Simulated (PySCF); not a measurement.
Level of theory: PBE-D3(BJ)/def2-TZVP (PySCF). Isolated molecules, 0 K electronic values unless said otherwise. 

Reference species (SMILES): `BI` (neutral, multiplicity 1).

```yaml
HOMO: -6.45 eV
LUMO: -3.15 eV
```

Changed species: `B` (0 of 3 H replaced by I; the reference has 1 of 3 H replaced by I).

Question: Give the shifts of the HOMO and LUMO.

Answer: the HOMO falls by 2.01 eV, to -8.46 eV; the LUMO rises by 0.09 eV, to -3.06 eV.
